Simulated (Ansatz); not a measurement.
Geometry optimisation, Ansatz, RKS BHLYP-D4/def2-SVP.

Input file:

```yaml
crystal:
  periodic: [false, false, false]
  atoms:
    - { symbol: Ta, position_ang: [0.0, 0.0, 0.0] }
    - { symbol: F, position_ang: [1.93, 0.0, 0.0] }
    - { symbol: Cl, position_ang: [0.0, 0.0, 2.47] }
    - { symbol: "N", position_ang: [0.0, 0.0, -2.16] }
    - { symbol: H, position_ang: [-0.6116, -0.6845, -2.69] }
    - { symbol: H, position_ang: [0.6116, 0.6845, -2.69] }
    - { symbol: O, position_ang: [-1.01, 1.7493, 0.0] }
    - { symbol: H, position_ang: [-1.4859, 1.8638, 0.8834] }
    - { symbol: O, position_ang: [-1.01, -1.7493, 0.0] }
    - { symbol: H, position_ang: [-1.6563, -1.7655, 0.776] }
basis:
  gaussian: { orbitals: def2-SVP }
hamiltonian:
  xc: { name: BHLYP }
  dispersion: d4
relax:
  f_tol: 0.02
  max_steps: 40
```

Run as:

```bash
$ ansatz run input.yaml --threads 2 --pin off --max-ram 3072MiB --backend cpu --events-out ev --progress --plain --runs-dir out
```

Problem. Where does it end, and by what steps?

Solution. The forces met the threshold. After 21 steps the energy has fallen by 1.747 eV; Cl3 moved furthest, 1.59 Å.

| step | energy less start (eV) | largest force component (eV/Å) | accepted |
| --- | --- | --- | --- |
| 0 | 0.0000 | 3.129 | yes |
| 1 | -1.1934 | 2.165 | yes |
| 2 | -1.3328 | 1.683 | yes |
| 3 | -1.3888 | 1.500 | yes |
| 4 | -1.4298 | 0.612 | yes |
| 5 | -1.4497 | 0.260 | yes |
| 6 | -1.4594 | 0.607 | yes |
| 7 | -1.4837 | 0.240 | yes |
| 8 | -1.5014 | 0.401 | yes |
| 9 | -1.5236 | 0.604 | yes |
| 10 | -1.5420 | 1.077 | yes |
| 11 | -1.5763 | 0.958 | yes |
| 12 | -1.6512 | 0.656 | yes |
| 13 | -1.6748 | 0.389 | yes |
| 14 | -1.6934 | 0.861 | yes |
| 15 | -1.7096 | 0.726 | yes |
| 16 | -1.7090 | 0.781 | no |
| 17 | -1.7407 | 0.298 | yes |
| 18 | -1.7456 | 0.078 | yes |
| 19 | -1.7462 | 0.027 | yes |
| 20 | -1.7465 | 0.036 | yes |
| 21 | -1.7465 | 0.008 | yes |

```xyz
10
Properties=species:S:1:pos:R:3
Ta -0.038 0.164 0.094
F 1.582 1.103 -0.195
Cl 1.044 -1.010 1.827
N 0.158 -0.324 -1.797
H -0.469 -0.917 -2.315
H 0.913 0.031 -2.364
O -0.998 1.733 0.484
H -1.870 2.108 0.416
O -1.518 -1.000 0.180
H -2.038 -1.790 0.259
```

Whether the end is a true minimum wasn't checked by a vibrational analysis.

Run time: 8.9 min on 2 threads of AMD EPYC (Zen 3) (shared host), peak memory 0.34 GiB.
